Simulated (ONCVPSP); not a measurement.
**potassium: one change to an ONCV potential, before and after**

* Element: potassium (K)
* Generator: ONCVPSP 4.0.1
* Type: optimised norm-conserving Vanderbilt (ONCV)
* Functional: PBE
* Relativity: fully relativistic
* Frozen core: [Ne]
* Valence charge: 9
* Reference configuration: 3s2 3p6 4s1
* Partial waves: 3s+4s: rc 2.25 bohr, ncon 5, nbas 8, qcut 7 1/bohr, 2 projectors; 3p: rc 1.50 bohr, ncon 4, nbas 7, qcut 5.1 1/bohr, 3 projectors, debl 0.8 Ha; d scattering state at 0.26 Ha: rc 2.30 bohr, ncon 4, nbas 7, qcut 4.1 1/bohr, 1 projector; f scattering state at 0.36 Ha: rc 2.40 bohr, ncon 4, nbas 7, qcut 4.3 1/bohr, 1 projector
* Local potential: polynomial inside 0.95 bohr (lpopt 5, dvloc0 -1 Ha)
* Core correction: none

Open shells are filled in proportion to 2j + 1.

Change: local potential polynomial inside 1.35 bohr (lpopt 1, dvloc0 0 Ha).

Cutoffs: the cutoffs (Ha) at which the residual kinetic energy of the hardest occupied pseudo-wave falls to 1 and 0.1 mHa per electron; they do not see the model core or the augmentation charge, which bear on the density cutoff. Errors are all-electron minus pseudo energies relative to the spin-unpolarised reference configuration.

What does the change do?

The potential gets neither clearly harder nor softer (14 Ha and 17 Ha → 14 Ha and 17 Ha); the lowest positive-energy flag moves from f7/2 at 27.0 eV to none; the errors of the 4 common tests hardly move; the range in which the f7/2 phases agree widens (upper end 1.0 → 3.4); the range in which the f5/2 phases agree widens (upper end 1.1 → 3.4); neither file shows a bound ghost.

```tsv
quantity	base	changed
cutoff, loose	14 Ha	14 Ha
cutoff, tight	17 Ha	17 Ha
bound ghosts	none	none
GHOST(+) flags under 300 eV	f7/2 at 27.0 eV, f5/2 at 30.0 eV, d3/2 at 66.9 eV, d5/2 at 69.8 eV	none
error for 3s2 3p6 4s0, meV [ΔE 4.31 eV]	0.0	0.0
error for 3s2 3p6 4s0.5, meV [ΔE 1.64 eV]	0.0	0.0
error for 3s2 3p6 4s0 4p1, meV [ΔE 1.55 eV]	0.0	0.0
error for 3s1 3p6 4s1, meV [ΔE 41.99 eV]	-56	-56
s: phases at 2.29 bohr within 0.05 rad from the reference energy up to (Ha; the scan ends near 5)	4.0	4.6
p3/2: phases at 1.52 bohr within 0.05 rad from the reference energy up to (Ha; the scan ends near 5)	to the end of the scan	to the end of the scan
p1/2: phases at 1.52 bohr within 0.05 rad from the reference energy up to (Ha; the scan ends near 5)	to the end of the scan	to the end of the scan
d5/2: phases at 2.34 bohr within 0.05 rad from the reference energy up to (Ha; the scan ends near 5)	0.9	0.9
d3/2: phases at 2.34 bohr within 0.05 rad from the reference energy up to (Ha; the scan ends near 5)	0.8	0.8
f7/2: phases at 2.44 bohr within 0.05 rad from the reference energy up to (Ha; the scan ends near 5)	1.0	3.4
f5/2: phases at 2.44 bohr within 0.05 rad from the reference energy up to (Ha; the scan ends near 5)	1.1	3.4
```

Base: These tests converged, but a pseudo level misses the all-electron one widely, so the file describes the atom poorly there or has found another state: 3s2 3p6 4s0 4p1: empty 4s by 3.2 eV. Changed file: These tests converged, but a pseudo level misses the all-electron one widely, so the file describes the atom poorly there or has found another state: 3s2 3p6 4s0 4p1: empty 4s by 3.2 eV.
